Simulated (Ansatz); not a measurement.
## Reading a saddle point

A first-order saddle point of BSiH4ClF2, singlet, PBE0-D4/def2-TZVP, with one imaginary mode of 354i cm⁻¹:

```xyz
9
angstrom
B -1.2794 0.0581 -0.4824
Cl 0.1831 0.2428 -1.7501
F -1.9022 -1.1130 -0.6437
F -2.0127 1.1760 -0.4449
Si 1.1031 -0.0316 0.4698
H -0.5844 0.0089 0.6336
H 2.2869 0.6582 -0.0937
H 1.0004 0.5020 1.8574
H 1.2051 -1.5013 0.4539
```

Program: Ansatz 0.2.0. Basis: def2-TZVPP and def2-QZVPP. Cores are frozen in the correlated methods. Extrapolation: Hartree–Fock as exp(−7.88 √X), correlation as X^−2.97.

(1) Which contacts change along the imaginary mode, and what lies on either side? (Judge from chemistry; the calculation decides.)

(2) Which side is lower, and how far does the saddle lie above each? (An estimate is asked for; the value comes from the calculation.)

T1 diagnostic: at most 0.013.

Results:

(1) The calculation gives: The step is BClF₂ ([F][B]([F])[Cl]) + SiH₄ → SiH₃Cl ([SiH3][Cl]) + BHF₂ ([F][BH][F]), with the molecules in contact on both sides. Shortening one way: B1–H6, Cl2–Si5; lengthening the same way: B1–Cl2, Si5–H6.
| pair | one side (Å) | saddle (Å) | other side (Å) |
| --- | --- | --- | --- |
| B1–H6 | 2.77 | 1.32 | 1.19 |
| Cl2–Si5 | 3.84 | 2.42 | 2.06 |
| B1–Cl2 | 1.74 | 1.94 | 3.14 |
| Si5–H6 | 1.49 | 1.70 | 4.46 |

(2) Computed: The side with B1–H6, Cl2–Si5 short is lower by 0.264 eV; the saddle lies 1.482 eV above it and 1.217 eV above the other (CCSD(T) at an estimated basis limit (MP2 extrapolated from triple and quadruple zeta, plus CCSD(T) − MP2 in triple zeta); electronic energies).

Ligand swaps between two centres remove the fluorinated layer in thermal atomic layer etching, and scramble precursors in the gas phase.

Labels in which every atom is bracketed show which atoms are joined, not bond orders.

For scale, one of the runs: CCSD(T)/def2-TZVPP, 233 basis functions, launched by `ansatz run in.yaml --threads 4 --pin off --events-out ev --progress --plain --max-ram 9574MiB`. Time: 2.2 min of wall clock on 4 CPU threads of an Intel Xeon; the host was shared. Peak host memory: 4.1 GiB.
